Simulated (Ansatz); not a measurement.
Cl2F2GeH2SSi, SMILES `F[Si](F)(Cl)[S][GeH2][Cl]`, relaxed with RKS PBE0-D4/def2-TZVP in Ansatz from a GFN2-xTB geometry. The force threshold is 0.005 eV/Å; the program also tests the step.

Charge 0, multiplicity 1.

Start:

```xyz
9

F    -0.938    0.075   -2.940
Si   -0.064   -0.157   -1.631
F     1.412   -0.013   -2.215
Cl   -0.308   -1.995   -0.934
S    -0.494    1.410   -0.279
Ge   -0.103    0.360    1.657
Cl    1.903   -0.226    1.809
H    -0.411    1.397    2.715
H    -0.998   -0.850    1.818
```

Problem. By how much does the energy fall, and how many steps does the optimiser take? (Best estimate.)

Solution. Ansatz gave: 9.80 kJ/mol, in 10 steps, 1 of them rejected.

Problem. Which bonds change most? (Estimate.)

Solution. Ansatz gave: Ge6–Cl7 from 2.096 to 2.143 Å; Si2–Cl4 from 1.982 to 2.022 Å; Si2–S5 from 2.114 to 2.094 Å; Si2–F3 from 1.593 to 1.574 Å.

Problem. Give the relaxed structure. (Estimate.)

Solution. The calculation gave: 
```xyz
9

F    -0.813    0.138   -2.991
Si   -0.063   -0.144   -1.633
F     1.478   -0.047   -1.938
Cl   -0.450   -2.042   -1.053
S    -0.698    1.319   -0.276
Ge   -0.129    0.374    1.660
Cl    1.942   -0.177    1.627
H    -0.327    1.479    2.698
H    -0.940   -0.899    1.906
```
